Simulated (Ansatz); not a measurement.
Geometry optimisation, RKS B3LYP-D4/def2-SVP in Ansatz 0.2.0.

The input (input.yaml):

```yaml
crystal:
  periodic: [false, false, false]
  atoms:
    - { symbol: Si, position_ang: [-0.3241, 0.152, -1.5847] }
    - { symbol: Cl, position_ang: [2.1118, 0.6537, -1.583] }
    - { symbol: F, position_ang: [-0.3904, 0.7798, -3.0574] }
    - { symbol: F, position_ang: [-1.3809, 1.1507, -0.9433] }
    - { symbol: H, position_ang: [-0.5616, -1.2433, -1.7639] }
    - { symbol: H, position_ang: [1.5173, 0.1508, -0.0134] }
    - { symbol: O, position_ang: [0.3488, -0.199, 0.3375] }
    - { symbol: Si, position_ang: [-0.2314, -0.3253, 1.8623] }
    - { symbol: H, position_ang: [-1.0977, -1.5041, 1.8668] }
    - { symbol: H, position_ang: [0.9723, -0.5039, 2.6713] }
    - { symbol: H, position_ang: [-0.964, 0.8885, 2.2077] }
basis:
  gaussian: { orbitals: def2-SVP }
hamiltonian:
  xc: b3lyp
  dispersion: d4
relax:
  f_tol: 0.15
  max_steps: 25
  restrain:
    - { distance: [0, 6], at: 1.77, k: 30.0 }
    - { distance: [5, 1], at: 1.33, k: 30.0 }
    - { distance: [0, 1], at: 3.43, k: 30.0 }
    - { distance: [5, 6], at: 2.27, k: 30.0 }
```

Command:

```bash
$ ansatz run input.yaml --threads 4 --pin off --max-ram 5120MiB --backend cpu --events-out ev --progress --plain --runs-dir out
```

Question: Where does it end, and by what steps?

Answer: The run converged. The restraints hold the end off the free minimum. After 16 steps the energy has fallen by 1.773 eV (the restraints' own energy left out); F3 moved furthest, 1.38 Å. Joined: Cl2–H6 (1.75 → 1.31 Å).

```
step  energy less start (eV)  largest force component (eV/Å)  accepted
   0                  0.0000                           3.659       yes
   1                  0.6124                           3.362       yes
   2                  0.5190                           3.254       yes
   3                  0.0583                           2.805       yes
   4                 -0.7215                           1.826       yes
   5                 -1.1721                           1.736       yes
   6                 -1.3757                           1.580       yes
   7                 -1.4722                           2.951       yes
   8                 -1.5685                           2.077       yes
   9                 -1.6284                           1.632       yes
  10                 -1.7009                           1.606       yes
  11                 -1.7523                           1.650       yes
  12                 -1.7698                           1.604       yes
  13                 -1.7541                           1.589        no
  14                 -1.7699                           1.603       yes
  15                 -1.7711                           1.597       yes
  16                 -1.7733                           1.617       yes
```

```xyz
11
Properties=species:S:1:pos:R:3
Si -0.633 0.119 -1.312
Cl 2.763 -0.071 -1.779
F -0.334 1.574 -1.925
F -2.218 0.052 -1.005
H -0.257 -0.950 -2.240
H 2.288 -0.015 -0.557
O 0.152 -0.013 0.202
Si -0.347 -0.143 1.804
H -1.208 -1.346 1.975
H 0.888 -0.283 2.620
H -1.094 1.076 2.216
```

Run time: 61 s on 4 threads of Arm Neoverse N1 (shared host), peak memory 0.32 GiB.
